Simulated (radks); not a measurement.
Values are calculated unless marked as measured or tabulated.
La11+, 46 electrons, occupied as [Kr] 4d10 (the NIST ground configuration).

Code: a radial shooting solver on a logarithmic mesh with Libxc functionals. Model: Dirac Kohn-Sham, BLYP, spin-unpolarised, spherical densities, finite nucleus; Fermi nuclear charge, rms radius 4.855 fm.

Energy parts (eV):
part                      energy
total                 -230377.18
kinetic                246561.66
electron-nucleus      -552680.64
Hartree                 81168.64
exchange-correlation    -5426.85

Orbitals (lengths in bohr, moments of r in powers of bohr; <r^-3> diverges for s and p1/2; r(90%) holds 90 % of the orbital's charge):
orbital  occ.  eigenvalue (eV)  r(90%)  <r^-3>  <1/r>      <r^4>
1s1/2       2        -38892.06  0.0452       -  62.02  1.918e-06
2s1/2       2        -6329.930   0.166       -  14.59  0.0003176
2p1/2       2        -5980.492   0.148       -  14.58  0.0002003
2p3/2       4        -5567.031   0.156    6686  13.25  0.0002477
3s1/2       2        -1483.703   0.418       -  5.256    0.01305
3p1/2       2        -1336.237   0.412       -  5.170    0.01219
3p3/2       4        -1255.559   0.429    1339  4.841    0.01432
3d3/2       4        -997.0183   0.403   218.5  4.704    0.01107
3d5/2       6        -979.7418   0.408   199.5  4.621    0.01164
4s1/2       2        -427.1925   0.931       -  2.189     0.3260
4p1/2       2        -372.5612   0.969       -  2.090     0.3782
4p3/2       4        -354.9859    1.00   293.1  1.985     0.4377
4d3/2       4        -264.7994    1.10   40.51  1.786     0.6268
4d5/2       6        -261.6522    1.12   36.73  1.760     0.6541

The highest occupied level is 4d5/2 at -261.65 eV. Summed over all electrons, <r^2> = 12.18 bohr^2, which gives a Langevin (diamagnetic) susceptibility term of -9.64 x 10^-6 cm^3/mol. The density falls to 0.001 e/bohr^3 at r = 1.97 bohr. For comparison, the ionisation energy in NIST's Atomic Spectra Database is 275 eV (theoretical). In exact Kohn-Sham theory the highest level is minus the ionisation energy, but local and semilocal functionals leave it too shallow, through self-interaction and a potential that decays too fast; potentials with the right tail come closer.
